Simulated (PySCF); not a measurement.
# How methods differ on the ionisation energy of Be⁺

Be⁺ [He] 2s1 (2S) → Be²⁺ 1s2 (1S), as a difference of total energies. All numbers are calculated (PySCF 2.14, no relativity, point nucleus, in def2-QZVPPD). Correlated levels: valence and next inner shell: nothing frozen. The calculations carry no spin-orbit coupling.

```json
{"method": "UHF", "ionisation energy (eV)": "18.127", "error (eV)": "-0.084"}
{"method": "MP2 (valence and next inner shell)", "ionisation energy (eV)": "18.168", "error (eV)": "-0.043"}
{"method": "SCS-MP2 (valence and next inner shell)", "ionisation energy (eV)": "18.164", "error (eV)": "-0.047"}
{"method": "CCSD (valence and next inner shell)", "ionisation energy (eV)": "18.172", "error (eV)": "-0.039"}
{"method": "CCSD(T) (valence and next inner shell)", "ionisation energy (eV)": "18.173", "error (eV)": "-0.038"}
{"method": "CCSDT (valence and next inner shell)", "ionisation energy (eV)": "18.173", "error (eV)": "-0.038"}
```

Reference: 18.211 eV (measured; NIST Atomic Spectra Database, ionization energies).

Errors of the correlated levels include the incompleteness of this basis.
